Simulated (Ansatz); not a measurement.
Mulliken charges of `CS[Si]N` from r2SCAN/def2-TZVPP in Ansatz (PBE0-D4/def2-TZVP geometry).

```
atom   x (Å)   y (Å)   z (Å)  charge (e)
  C1  -0.473   0.417  -1.869      -0.128
  S2   0.690   0.400  -0.477      -0.239
 Si3  -0.528  -0.530   1.018       0.190
  N4   0.607  -0.524   2.296      -0.387
  H5  -0.632   1.445  -2.191       0.081
  H6  -1.430  -0.019  -1.574       0.079
  H7  -0.056  -0.160  -2.693       0.082
  H8   1.552  -0.171   2.277       0.157
  H9   0.360  -0.904   3.195       0.164
```

Task: By hand: the dipole of these point charges (1 e Å = 4.8032 D).

Result: Σ q r = (-0.306, -0.120, 0.017) e Å, of length 0.329 e Å = 1.58 D.

Task: How does the dipole of the full density compare? (An estimate is asked.)

Result: The calculation gave: (0.066, -0.017, 0.126) e Å, 0.69 D; the point charges give 2.29 times that, at 110° from its direction.

Point charges leave out the atoms' own dipoles, such as those of lone pairs, and Mulliken's split depends on the basis, so the two needn't agree.
